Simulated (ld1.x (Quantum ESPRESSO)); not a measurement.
What one change does to a pseudopotential (antimony, ultrasoft)

ld1.x (Quantum ESPRESSO) 7.5 input, shortened:

```
&input
   title='Sb', zed=51., rel=1, dft='PBE', iswitch=3,
   config='[Kr] 4d10 5s2 5p3 5d-2'
 /
 &inputp
   pseudotype=3, tm=.true., lloc=-1, rcloc=1.85,
   nlcc=.true., new_core_ps=.true., rcore=1.85,
   which_augfun='PSQ', rmatch_augfun=1.70
 /
6
5S  1  0   2.00   0.00  1.95  2.20  0.0
5S  1  0   0.00   3.55  1.95  2.20  0.0
5P  2  1   3.00   0.00  2.50  2.80  0.0
5P  2  1   0.00   0.30  2.50  2.80  0.0
5D  3  2  -2.00   0.35  1.80  2.15  0.0
5D  3  2  -2.00   1.75  1.80  2.15  0.0
 &test
   configts(1)='5s2 5p3'
 /
```

Change: all radii but the core radius scaled by about 1.15 (s 2.54, p 3.22, d 2.48 bohr, rcut 2.24/2.88/2.08); local potential all-electron potential smoothed inside 2.12 bohr (lloc = -1); augmentation PSQ, radius 1.96 bohr.

Cutoffs: the cutoffs (Ry, on a coarse ladder) from which the occupation-weighted sum of valence levels, in a spherical-Bessel basis at the reference potential, stays within 10 and 1 mRy of its value at 400 Ry; they do not see the model core or the augmentation charge, which bear on the density cutoff. Errors are all-electron minus pseudo energies relative to the spin-unpolarised reference configuration.

Task: How do hardness, ghosts and transferability respond?

Result: Both files are very soft, the changed one slightly softer (loose and tight cutoff 6 and 10 Ry → 6 and 8 Ry on this coarse ladder); the bound ghost in d disappears; the number of tests with a reliable result goes from 7 to 1 (the test run of the changed file stopped, so its transferability is not established).

```json
{"quantity": "cutoff, loose", "base": "6 Ry", "changed": "6 Ry"}
{"quantity": "cutoff, tight", "base": "10 Ry", "changed": "8 Ry"}
{"quantity": "bound ghosts", "base": "d", "changed": "none"}
{"quantity": "tests with a reliable result", "base": "7 of 7", "changed": "1 of 7 (the test run stopped)"}
{"quantity": "error for 5s2 5p2, meV [ΔE 8.32 eV]", "base": "-7.7", "changed": "-6.9"}
{"quantity": "lowest overlap eigenvalue by channel", "base": "s 0.58, p 0.51, d 0.82", "changed": "s 0.57, p 0.54, d 0.81"}
```

 A true bound ghost makes a file unfit for plane-wave use even where its test errors are small: the radial tests pick states by their node count and pass the ghost by.
